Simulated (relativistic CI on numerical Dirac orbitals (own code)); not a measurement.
## The spin-orbit constant of Al VI from its measured fine structure

Problem. The ground term 3P of Al VI (2s2 2p4) has the measured levels J = 0: 3829.0, J = 1: 2732.0, J = 2: 0.0 cm⁻¹ (NIST levels in Kelleher and Podobedova, J. Phys. Chem. Ref. Data 37, 709 (2008); Martin and Zalubas, J. Phys. Chem. Ref. Data 8, 817 (1979)). Test the interval rule and estimate ζ(2p).

Working.
1. In LS coupling E(J) − E(J − 1) = AJ. The intervals give A = -1097.0 (J = 1), -1366.0 (J = 2) cm⁻¹.
2. These values spread by 21 % of their mean, from second-order spin-orbit mixing with other terms and from spin-spin terms.
3. The whole width divided by the sum of the upper J values gives a mean A = -1276.3 cm⁻¹.
4. For the Hund term of a shell that is more than half full, A = −ζ/2S with 2S = 2, so ζ = 2553 cm⁻¹.

Check. The value calculated from Dirac-Coulomb-Breit radial functions of this configuration is ζ = 2505 cm⁻¹, 2 % below the estimate from measurement. The same recipe applied to the calculated levels returns 2528 cm⁻¹, which shows the bias of the recipe itself. Where the interval rule fails, the estimate is only rough.
